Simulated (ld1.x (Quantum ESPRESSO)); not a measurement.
# PBE TM dataset for silver, fully relativistic all-electron reference.

The input file (ld1.x (Quantum ESPRESSO) 7.5):

```
&input
   title='Ag', zed=47., rel=2, dft='PBE', iswitch=3,
   config='[Kr] 4d10 5s0.5 5p0.5', rel_dist='average',
   nld=5, rlderiv=2.15, eminld=-9.0, emaxld=5.0, deld=0.04
 /
 &inputp
   pseudotype=2, tm=.true., lloc=-1, rcloc=1.20,
   nlcc=.true., new_core_ps=.true.,
   file_pseudopw='Ag.UPF', file_wfcaegen='ae.wfc', file_wfcncgen='nc.wfc', file_beta='beta', file_chi='chi'
 /
3
4S  1  0   2.00   0.00  1.10  1.10  0.0
4P  2  1   6.00   0.00  1.75  1.75  0.0
4D  3  2  10.00   0.00  1.95  1.95  0.0
 &test
   configts(1)='4s2 4p6 4d10 5s0.5 5p0.5'
 /
```

Command:

```bash
ld1.x < Ag.in > Ag.out
```

The program printed (shortened: banner, matrices, multipoles, cross overlaps and the repeated all-electron block are left out):

```
Program LD1 v.7.5
     --------------------------- All-electron run ----------------------------

     Ag
     dirac relativistic calculation

     atomic number is 47.00
     dft =PBE   lsd =0 sic =0 latt =0  beta=0.20 tr2=1.0E-14
     Exchange-correlation= PBE
                           (   1   4   3   4   0   0   0)
     mesh =1237 r(mesh) =  99.46963 a.u. xmin = -7.00 dx = 0.01250
     1 Ry =  13.60569312 eV, c = 137.03599908

     n l j   nl                  e(Ry)          e(Ha)          e(eV)
     Spin orbit split results
     1 0 0.5 1S 1( 2.00)     -1860.7384      -930.3692    -25316.6359
     2 0 0.5 2S 1( 2.00)      -273.9589      -136.9795     -3727.4011
     2 1 0.5 2P 1( 2.00)      -254.5852      -127.2926     -3463.8078
     2 1 1.5 2P 1( 4.00)      -241.6987      -120.8494     -3288.4790
     3 0 0.5 3S 1( 2.00)       -50.2897       -25.1449      -684.2264
     3 1 0.5 3P 1( 2.00)       -42.5845       -21.2923      -579.3918
     3 1 1.5 3P 1( 4.00)       -40.3103       -20.1552      -548.4502
     4 0 0.5 4S 1( 2.00)        -7.0613        -3.5307       -96.0744
     4 1 0.5 4P 1( 2.00)        -4.6400        -2.3200       -63.1309
     4 1 1.5 4P 1( 4.00)        -4.2666        -2.1333       -58.0498
     3 2 1.5 3D 1( 4.00)       -26.6743       -13.3371      -362.9221
     3 2 2.5 3D 1( 6.00)       -26.2163       -13.1082      -356.6915
     4 2 1.5 4D 1( 4.00)        -0.6505        -0.3253        -8.8509
     4 2 2.5 4D 1( 6.00)        -0.6094        -0.3047        -8.2912
     5 0 0.5 5S 1( 0.50)        -0.3781        -0.1891        -5.1448
     5 1 0.5 5P 1( 0.17)        -0.0999        -0.0500        -1.3597
     5 1 1.5 5P 1( 0.33)        -0.0907        -0.0453        -1.2338
     Averaged results
     1 0     1S 1( 2.00)     -1860.7384      -930.3692    -25316.6359
     2 0     2S 1( 2.00)      -273.9589      -136.9795     -3727.4011
     2 1     2P 1( 6.00)      -245.9942      -122.9971     -3346.9219
     3 0     3S 1( 2.00)       -50.2897       -25.1449      -684.2264
     3 1     3P 1( 6.00)       -41.0684       -20.5342      -558.7641
     4 0     4S 1( 2.00)        -7.0613        -3.5307       -96.0744
     4 1     4P 1( 6.00)        -4.3911        -2.1955       -59.7435
     3 2     3D 1(10.00)       -26.3995       -13.1998      -359.1837
     4 2     4D 1(10.00)        -0.6258        -0.3129        -8.5151
     5 0     5S 1( 0.50)        -0.3781        -0.1891        -5.1448
     5 1     5P 1( 0.50)        -0.0938        -0.0469        -1.2757

     final scf error:  4.6E-15 reached in  27 iterations

     Etot =  -10634.349681 Ry,   -5317.174841 Ha, -144687.698323 eV

     Ekin =   11129.394399 Ry,    5564.697199 Ha,  151423.124837 eV
     Encl =  -25786.916356 Ry,  -12893.458178 Ha, -350848.870525 eV
     Eh   =    4321.992840 Ry,    2160.996420 Ha,   58803.708258 eV
     Exc  =    -298.820564 Ry,    -149.410282 Ha,   -4065.660893 eV

     normalization and overlap integrals

     s(1S/1S) =  1.000000  <r> =   0.0311  <r2> =    0.0013  r(max) =   0.0202
     s(2S/2S) =  1.000000  <r> =   0.1345  <r2> =    0.0214  r(max) =   0.1136
     s(2P/2P) =  1.000000  <r> =   0.1141  <r2> =    0.0160  r(max) =   0.0885
     s(2P/2P) =  1.000000  <r> =   0.1192  <r2> =    0.0173  r(max) =   0.0930
     s(3S/3S) =  1.000000  <r> =   0.3683  <r2> =    0.1553  r(max) =   0.3328
     s(3P/3P) =  1.000000  <r> =   0.3600  <r2> =    0.1507  r(max) =   0.3206
     s(3P/3P) =  1.000000  <r> =   0.3709  <r2> =    0.1598  r(max) =   0.3287
     s(4S/4S) =  1.000000  <r> =   0.9123  <r2> =    0.9438  r(max) =   0.8186
     s(4P/4P) =  1.000000  <r> =   0.9798  <r2> =    1.1015  r(max) =   0.8606
     s(4P/4P) =  1.000000  <r> =   1.0115  <r2> =    1.1745  r(max) =   0.8824
     s(3D/3D) =  1.000000  <r> =   0.3437  <r2> =    0.1409  r(max) =   0.2725
     s(3D/3D) =  1.000000  <r> =   0.3472  <r2> =    0.1436  r(max) =   0.2759
     s(4D/4D) =  1.000000  <r> =   1.3943  <r2> =    2.4095  r(max) =   1.0252
     s(4D/4D) =  1.000000  <r> =   1.4195  <r2> =    2.5049  r(max) =   1.0381
     s(5S/5S) =  1.000000  <r> =   3.0986  <r2> =   11.1890  r(max) =   2.4592
     s(5P/5P) =  1.000000  <r> =   4.9286  <r2> =   29.5768  r(max) =   3.5337
     s(5P/5P) =  1.000000  <r> =   5.1891  <r2> =   32.7578  r(max) =   3.7616

     ------------------------ End of All-electron run ------------------------

     --------------------- Generating NC pseudopotential ---------------------

      Generating local potential from pseudized AE potential:
      Matching radius rcloc =   1.2000

      Local pseudo, rcloc= 1.191 Estimated cut-off energy=    17.84 Ry

      Computing core charge for nlcc:

       r > 0.59 : true rho core
      Core charge pseudized with two Bessel functions
      Integrated core pseudo-charge :  18.20

     Fully relativistic calculation: |psi|^2

     Wfc 4S LC norm =  0.99955930 SC norm =  0.00044065 missing  0.00000005

     Wfc 4P LC norm =  0.99961740 SC norm =  0.00038253 missing  0.00000007

     Wfc 4P LC norm =  0.99963753 SC norm =  0.00036221 missing  0.00000026

     Wfc 4D LC norm =  0.99979129 SC norm =  0.00020868 missing  0.00000003

     Wfc 4D LC norm =  0.99979721 SC norm =  0.00019931 missing  0.00000348

      Wfc   4S  rcut= 1.105  Using Troullier-Martins method

      Wfc   4P  rcut= 1.733  Using Troullier-Martins method

      Wfc   4P  rcut= 1.733  Using Troullier-Martins method

      Wfc   4D  rcut= 1.964  Using Troullier-Martins method

      Wfc   4D  rcut= 1.964  Using Troullier-Martins method

     ------------------- End of pseudopotential generation -------------------

     Computing logarithmic derivative in   2.15679
     Computing logarithmic derivative in   2.15679
     Computing the partial wave expansion
     R is outside the sphere for l=    0 j= 0.50
     R is outside the sphere for l=    1 j= 0.50
     R is outside the sphere for l=    1 j= 1.50
     R is outside the sphere for l=    2 j= 1.50
     R is outside the sphere for l=    2 j= 2.50

     ---------------------- Testing the pseudopotential ----------------------

     Ag
     dirac relativistic calculation

     atomic number is 47.00   valence charge is 19.00
     dft =PBE   lsd =0 sic =0 latt =0  beta=0.20 tr2=1.0E-14
     mesh =1237 r(mesh) =  99.46963 xmin = -7.00 dx = 0.01250

     n l  j  nl             e AE (Ry)       e PS (Ry)    De AE-PS (Ry)
     1 0 0.5 4S   1( 2.00)       -7.06134       -7.06141        0.00007
     2 1 0.5 4P   1( 2.00)       -4.64003       -4.64003       -0.00000
     2 1 1.5 4P   1( 4.00)       -4.26658       -4.26658        0.00000
     3 2 1.5 4D   1( 4.00)       -0.65053       -0.65053       -0.00000
     3 2 2.5 4D   1( 6.00)       -0.60939       -0.60940        0.00000
     2 0 0.5 5S   1( 0.50)       -0.37814       -0.39626        0.01812  !
     3 1 0.5 5P   1( 0.17)       -0.09994       -0.10334        0.00340
     3 1 1.5 5P   1( 0.33)       -0.09068       -0.09362        0.00294

     eps = 3.5E-15  iter = 15

     Etot =  -10634.349681 Ry,   -5317.174841 Ha, -144687.698323 eV
     Etotps =  -376.115071 Ry,    -188.057535 Ha,   -5117.306232 eV

     Ekin =     105.340950 Ry,      52.670475 Ha,    1433.236645 eV
     Encl =    -648.320892 Ry,    -324.160446 Ha,   -8820.855106 eV
     Ehrt =     253.964259 Ry,     126.982129 Ha,    3455.359767 eV
     Ecxc =    -114.400263 Ry,     -57.200132 Ha,   -1556.494872 eV
     (Ecc =     -82.594929 Ry,     -41.297464 Ha,   -1123.761256 eV)
     Epseu=      27.300875 Ry,      13.650438 Ha,     371.447334 eV

     ---------------------- End of pseudopotential test ----------------------
```

ld1.x takes every shell without a wave as core, so the model core holds the 5p, 5s electrons as well and exchange and correlation see them twice. This cancels in the reference configuration, but the file is broken for other ones, and its errors say nothing about a proper core correction.

Generation and configuration tests took about 2.7 s on one core of a shared server CPU.

Transferability test of the new file with ld1.x, input:

```
&input
   title='Ag', zed=47., rel=2, dft='PBE', iswitch=2,
   config='[Kr] 4d10 5s0.5 5p0.5', rel_dist='average'
 /
 &test
   file_pseudo='Ag.UPF', nconf=8,
   configts(1)='4s2 4p6 4d10 5s0.5 5p0.5',
   configts(2)='4s2 4p6 4d10 5s1 5p0',
   configts(3)='4s2 4p6 4d10 5s0 5p0',
   configts(4)='4s2 4p6 4d9 5s0 5p0',
   configts(5)='4s2 4p6 4d9 5s1 5p0',
   configts(6)='4s2 4p5 4d10 5s1 5p0',
   configts(7)='4s2 4p6 4d10 5s0.5 5p0',
   configts(8)='4s2 4p6 4d9 5s2 5p0'
 /
```

```bash
ld1.x < Ag.test.in > Ag.test.out
```

Pseudopotential blocks of its output, shortened (energy terms left out):

```
     ---------------------- Testing the pseudopotential ----------------------

     n l  j  nl             e AE (Ry)       e PS (Ry)    De AE-PS (Ry)
     1 0 0.5 4S   1( 2.00)       -7.06134       -7.06141        0.00007
     2 1 0.5 4P   1( 2.00)       -4.64003       -4.64003       -0.00000
     2 1 1.5 4P   1( 4.00)       -4.26658       -4.26658       -0.00000
     3 2 1.5 4D   1( 4.00)       -0.65053       -0.65053       -0.00000
     3 2 2.5 4D   1( 6.00)       -0.60939       -0.60940        0.00000
     2 0 0.5 5S   1( 0.50)       -0.37814       -0.39626        0.01812  !
     3 1 0.5 5P   1( 0.17)       -0.09994       -0.10334        0.00340
     3 1 1.5 5P   1( 0.33)       -0.09068       -0.09362        0.00294

     eps = 2.7E-15  iter = 15

     Etot =  -10634.349681 Ry,   -5317.174841 Ha, -144687.698323 eV
     Etotps =  -376.115071 Ry,    -188.057535 Ha,   -5117.306232 eV

     ---------------------- End of pseudopotential test ----------------------

          ---------------------- Testing the pseudopotential ----------------------

     n l  j  nl             e AE (Ry)       e PS (Ry)    De AE-PS (Ry)
     1 0 0.5 4S   1( 2.00)       -6.98194       -6.97927       -0.00267
     2 1 0.5 4P   1( 2.00)       -4.56013       -4.55759       -0.00254
     2 1 1.5 4P   1( 4.00)       -4.18645       -4.18406       -0.00239
     3 2 1.5 4D   1( 4.00)       -0.57197       -0.57029       -0.00168
     3 2 2.5 4D   1( 6.00)       -0.53105       -0.52941       -0.00164
     2 0 0.5 5S   1( 1.00)       -0.32382       -0.34052        0.01670  !
     3 1 0.5 5P   1( 0.00)       -0.05984       -0.06693        0.00709  !
     3 1 1.5 5P   1( 0.00)       -0.05179       -0.05925        0.00746  !

     eps = 9.2E-15  iter = 12

     Etot =  -10634.487715 Ry,   -5317.243857 Ha, -144689.576367 eV
     Etotps =  -376.259866 Ry,    -188.129933 Ha,   -5119.276269 eV
     dEtot_ae =      -0.138034 Ry
     dEtot_ps =      -0.144795 Ry,   Delta E=       0.006761 Ry

     ---------------------- End of pseudopotential test ----------------------

          ---------------------- Testing the pseudopotential ----------------------

     n l  j  nl             e AE (Ry)       e PS (Ry)    De AE-PS (Ry)
     1 0 0.5 4S   1( 2.00)       -7.58630       -7.60310        0.01681  !
     2 1 0.5 4P   1( 2.00)       -5.16629       -5.18255        0.01626  !
     2 1 1.5 4P   1( 4.00)       -4.79340       -4.80933        0.01593  !
     3 2 1.5 4D   1( 4.00)       -1.17456       -1.18907        0.01451  !
     3 2 2.5 4D   1( 6.00)       -1.13293       -1.14740        0.01446  !
     2 0 0.5 5S   1( 0.00)       -0.82952       -0.86711        0.03759  !
     3 1 0.5 5P   1( 0.00)       -0.47604       -0.50327        0.02723  !
     3 1 1.5 5P   1( 0.00)       -0.45689       -0.48455        0.02767  !

     eps = 2.7E-15  iter = 10

     Etot =  -10633.917417 Ry,   -5316.958708 Ha, -144681.817070 eV
     Etotps =  -375.662649 Ry,    -187.831325 Ha,   -5111.150724 eV
     dEtot_ae =       0.432264 Ry
     dEtot_ps =       0.452422 Ry,   Delta E=      -0.020157 Ry

     ---------------------- End of pseudopotential test ----------------------

          ---------------------- Testing the pseudopotential ----------------------

     n l  j  nl             e AE (Ry)       e PS (Ry)    De AE-PS (Ry)
     1 0 0.5 4S   1( 2.00)       -8.63861       -8.65731        0.01870  !
     2 1 0.5 4P   1( 2.00)       -6.20899       -6.22770        0.01871  !
     2 1 1.5 4P   1( 4.00)       -5.83177       -5.85042        0.01865  !
     3 2 1.5 4D   1( 3.60)       -2.15042       -2.16741        0.01699  !
     3 2 2.5 4D   1( 5.40)       -2.10507       -2.12209        0.01702  !
     2 0 0.5 5S   1( 0.00)       -1.52803       -1.58323        0.05520  !
     3 1 0.5 5P   1( 0.00)       -1.07709       -1.11655        0.03946  !
     3 1 1.5 5P   1( 0.00)       -1.04418       -1.08415        0.03996  !

     eps = 5.3E-15  iter = 13

     Etot =  -10632.291987 Ry,   -5316.145993 Ha, -144659.701964 eV
     Etotps =  -374.021245 Ry,    -187.010623 Ha,   -5088.818284 eV
     dEtot_ae =       2.057694 Ry
     dEtot_ps =       2.093826 Ry,   Delta E=      -0.036131 Ry

     ---------------------- End of pseudopotential test ----------------------

          ---------------------- Testing the pseudopotential ----------------------

     n l  j  nl             e AE (Ry)       e PS (Ry)    De AE-PS (Ry)
     1 0 0.5 4S   1( 2.00)       -7.91839       -7.91481       -0.00358
     2 1 0.5 4P   1( 2.00)       -5.48836       -5.48558       -0.00278
     2 1 1.5 4P   1( 4.00)       -5.11097       -5.10878       -0.00219
     3 2 1.5 4D   1( 3.60)       -1.44094       -1.44055       -0.00038
     3 2 2.5 4D   1( 5.40)       -1.39647       -1.39625       -0.00022
     2 0 0.5 5S   1( 1.00)       -0.93793       -0.97071        0.03278  !
     3 1 0.5 5P   1( 0.00)       -0.55226       -0.56893        0.01666  !
     3 1 1.5 5P   1( 0.00)       -0.52952       -0.54599        0.01647  !

     eps = 7.2E-15  iter = 21

     Etot =  -10633.520880 Ry,   -5316.760440 Ha, -144676.421914 eV
     Etotps =  -375.293613 Ry,    -187.646807 Ha,   -5106.129734 eV
     dEtot_ae =       0.828801 Ry
     dEtot_ps =       0.821458 Ry,   Delta E=       0.007343 Ry

     ---------------------- End of pseudopotential test ----------------------

          ---------------------- Testing the pseudopotential ----------------------

     n l  j  nl             e AE (Ry)       e PS (Ry)    De AE-PS (Ry)
     1 0 0.5 4S   1( 2.00)       -8.02287       -8.03402        0.01116  !
     2 1 0.5 4P   1( 1.67)       -5.58474       -5.59716        0.01242  !
     2 1 1.5 4P   1( 3.33)       -5.20335       -5.21486        0.01150  !
     3 2 1.5 4D   1( 4.00)       -1.50537       -1.50402       -0.00135
     3 2 2.5 4D   1( 6.00)       -1.45950       -1.45820       -0.00130
     2 0 0.5 5S   1( 1.00)       -0.94646       -0.98240        0.03594  !
     3 1 0.5 5P   1( 0.00)       -0.55581       -0.57337        0.01757  !
     3 1 1.5 5P   1( 0.00)       -0.53262       -0.55001        0.01739  !

     eps = 9.1E-15  iter = 13

     Etot =  -10629.683133 Ry,   -5314.841567 Ha, -144624.206706 eV
     Etotps =  -371.450452 Ry,    -185.725226 Ha,   -5053.840854 eV
     dEtot_ae =       4.666548 Ry
     dEtot_ps =       4.664619 Ry,   Delta E=       0.001929 Ry

     ---------------------- End of pseudopotential test ----------------------

          ---------------------- Testing the pseudopotential ----------------------

     n l  j  nl             e AE (Ry)       e PS (Ry)    De AE-PS (Ry)
     1 0 0.5 4S   1( 2.00)       -7.27060       -7.27746        0.00686  !
     2 1 0.5 4P   1( 2.00)       -4.84970       -4.85639        0.00669  !
     2 1 1.5 4P   1( 4.00)       -4.47642       -4.48305        0.00663  !
     3 2 1.5 4D   1( 4.00)       -0.86050       -0.86691        0.00641  !
     3 2 2.5 4D   1( 6.00)       -0.81927       -0.82568        0.00641  !
     2 0 0.5 5S   1( 0.50)       -0.56709       -0.59394        0.02685  !
     3 1 0.5 5P   1( 0.00)       -0.25539       -0.27042        0.01503  !
     3 1 1.5 5P   1( 0.00)       -0.24170       -0.25680        0.01510  !

     eps = 5.8E-16  iter = 12

     Etot =  -10634.265911 Ry,   -5317.132956 Ha, -144686.558580 eV
     Etotps =  -376.027169 Ry,    -188.013585 Ha,   -5116.110272 eV
     dEtot_ae =       0.083770 Ry
     dEtot_ps =       0.087901 Ry,   Delta E=      -0.004132 Ry

     ---------------------- End of pseudopotential test ----------------------

          ---------------------- Testing the pseudopotential ----------------------

     n l  j  nl             e AE (Ry)       e PS (Ry)    De AE-PS (Ry)
     1 0 0.5 4S   1( 2.00)       -7.28640       -7.26391       -0.02248  !
     2 1 0.5 4P   1( 2.00)       -4.85546       -4.83432       -0.02114  !
     2 1 1.5 4P   1( 4.00)       -4.47767       -4.45754       -0.02012  !
     3 2 1.5 4D   1( 3.60)       -0.81356       -0.79745       -0.01611  !
     3 2 2.5 4D   1( 5.40)       -0.76972       -0.75387       -0.01586  !
     2 0 0.5 5S   1( 2.00)       -0.40806       -0.42078        0.01272  !
     3 1 0.5 5P   1( 0.00)       -0.09887       -0.09989        0.00102
     3 1 1.5 5P   1( 0.00)       -0.08669       -0.08808        0.00139

     eps = 5.6E-16  iter = 18

     Etot =  -10634.187965 Ry,   -5317.093983 Ha, -144685.498067 eV
     Etotps =  -375.983279 Ry,    -187.991639 Ha,   -5115.513107 eV
     dEtot_ae =       0.161716 Ry
     dEtot_ps =       0.131792 Ry,   Delta E=       0.029924 Ry

     ---------------------- End of pseudopotential test ----------------------
```
